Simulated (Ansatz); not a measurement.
The first iterations of a band of C3H6GeO (11 atoms, charge 0, multiplicity 1).

Level of theory: RKS B3LYP-D4/def2-SVP (Ansatz).

| Quantity | Value |
| --- | --- |
| movable images | 9 |
| climbing image | yes |
| spring | 5.0 eV/Å² |
| optimiser | quadratic models (default) |
| start path | through a guess of the saddle point |
| force threshold | 0.5 eV/Å |
| iteration limit | 52 |
| end points | relaxed |

Initial state:

```xyz
11
Properties=species:S:1:pos:R:3
C -0.065 1.741 2.123
C 0.313 0.659 1.722
O 0.722 -0.492 1.298
Ge -0.098 -1.270 -0.165
C 0.084 -0.008 -1.637
H -0.386 2.691 2.498
H 0.702 -2.572 -0.323
H -1.560 -1.518 0.255
H -0.345 0.959 -1.338
H 1.146 0.131 -1.885
H -0.448 -0.379 -2.527
```

Final state:

```xyz
11
Properties=species:S:1:pos:R:3
C -0.225 1.588 2.856
C 0.068 0.830 1.963
O 0.358 0.052 0.944
Ge -1.180 -0.923 -0.706
C 0.059 -0.306 -2.175
H -0.484 2.255 3.655
H -0.239 -2.179 -0.296
H 0.854 -0.739 1.216
H -0.234 0.681 -2.563
H 1.117 -0.279 -1.872
H -0.029 -1.036 -3.002
```

| iteration | highest image above the first end (eV) | largest band force component (eV/Å) |
| --- | --- | --- |
| 1 | 5.523 | 17.950 |
| 2 | 3.391 | 5.023 |
| 3 | 2.734 | 2.080 |
| 4 | 2.532 | 1.180 |
| 5 | 2.673 | 1.776 |

Does the band converge within its limit, and where does its top end?

The run converged. It ended after 15 iterations with the highest image 2.553 eV above the first end. The threshold of 0.5 eV/Å is loose, so the images may lie well off the minimum-energy path. Neighbouring images differ by up to 1.2 eV, so the band resolves the path poorly. The order of the stationary point at the top wasn't checked. The orbitals stay closed-shell, which can raise the energy where a bond breaks towards radicals; this wasn't checked here.

Time of the run: 8.3 min on 2 threads of Arm Neoverse V1, with other jobs on the host, peak memory 0.3 GiB.
